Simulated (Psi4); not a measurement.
The Psi4 input:
```
memory 2 GB

molecule {
0 2
  Si    0.25525364    0.24331611    0.24315598
  F    -0.69074141   -0.73372896    1.06805322
  F    -0.73927609    1.06837931   -0.68429241
  F     1.03295628   -0.71314208   -0.76200346
}

set basis def2-svp
set reference uhf

energy('scf')
print_variables()
```

### Question
What does this run give for the number of basis functions, nuclear repulsion energy, <S^2>, total energy, dipole moment?

### Answer

```
Item                             Result
-------------------------  ------------
number of basis functions            60
nuclear repulsion energy    176.9054 Eh
<S^2>                             0.752
total energy               -587.0473 Eh
dipole moment                    2.51 D
```

These values belong to the state on which the SCF converged, which isn't shown to be the lowest.
